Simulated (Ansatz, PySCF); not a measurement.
Pair of molecules: PH3 (SMILES P) (first 4 atoms) with AsH3 (SMILES [AsH3]); geometry from B3LYP-D3(BJ)/def2-TZVP.
(charge 0, multiplicity 1):
```xyz
8

P     -0.02369     0.12211    -0.47462
H      1.38807    -0.00196    -0.46010
H     -0.23775    -1.26422    -0.27260
H     -0.11149     0.02547    -1.88833
As     0.21537     0.38394     3.14906
H      0.31419     0.51024     4.66765
H     -1.29439     0.58419     3.16543
H      0.47302     1.87102     2.94366
```

Monomers are frozen at their geometry in the pair; levels with a basis set take the counterpoise correction. Rows marked so take none.

Rows in 6-31G* carry no dispersion term and start afresh at each structure (6-31G* with six Cartesian d functions); the Pople sets are all-electron and without relativity. MP2/6-31G* freezes PySCF's default core, which leaves 3d correlated.

Run with Ansatz (an electronic-structure program); PySCF for 6-31G* rows, the dispersion terms. 

Task: One of these levels gives -39.3 meV for the interaction energy. Name it.
A. HF/6-31G*
B. MP2/6-31G* (no counterpoise)
C. PBE0-D4/def2-TZVPPD
D. BP86/6-31G* (no counterpoise)

Result: B, MP2/6-31G* (no counterpoise). The others give 35.6 (HF/6-31G*), -1.2 (BP86/6-31G* (no counterpoise)), -71.9 (PBE0-D4/def2-TZVPPD)
